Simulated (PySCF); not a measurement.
**$^{17}$O chemical shifts**

Theory: geometry: GFN2-xTB, PBE0/pcSseg-1 with gauge-including orbitals, in PySCF 2.14.0 with density-fitted response routines (isolated molecule, a single conformation, non-relativistic Hamiltonian, averaged over atoms made equivalent by symmetry, fast rotation or ring inversion).

Shieldings were converted by a linear fit to measured shifts: $^{17}$O: δ = 266.70 − 0.911σ (rms 10.7 ppm, 155 shifts, 12.2 ppm with the 3 outliers that the fit left out vs liquid water, solution or neat liquid). Occasional misses reach two or three times the rms, and more in compound classes unlike the fitted ones.

Question: Give the $^{17}$O shifts of `CO/C=C\[Si@H](C#N)CO[SiH3]`, `CN[Si@H](O[SiH3])c1ccco1`.

Answer: 
| compound | environment | δ (ppm) |
| --- | --- | --- |
| [CH3:1][O:2]/[CH:3]=[CH:4]\[Si@H:5]([C:6]#[N:7])[CH2:8][O:9][SiH3:10] | O2: ether oxygen | 76.9 |
| [CH3:1][O:2]/[CH:3]=[CH:4]\[Si@H:5]([C:6]#[N:7])[CH2:8][O:9][SiH3:10] | O9: oxygen bonded to C, Si | -54.9 |
| [CH3:1][NH:2][Si@H:3]([O:4][SiH3:5])[c:6]1[cH:7][cH:8][cH:9][o:10]1 | O10: aromatic ring oxygen | 253.7 |
| [CH3:1][NH:2][Si@H:3]([O:4][SiH3:5])[c:6]1[cH:7][cH:8][cH:9][o:10]1 | O4: oxygen bonded to 2 Si | -9.6 |

Question: Order these by $^{17}$O shift, lowest first.
A. C[Si@H]1O[Si](Cl)(Cl)[SiH2][SiH2]1
B. C[Si@H]1[Si@@H](Cl)[Si@H](O)[Si@@H]1Cl
C. C#C[SiH2]N(C)[SiH]1OCCO1

Answer: B (-47.3 ppm, oxygen bonded to Si, H), C (1.1 ppm, oxygen bonded to C, Si, in a 5-membered ring), A (87.4 ppm, oxygen bonded to 2 Si, in a 5-membered ring).
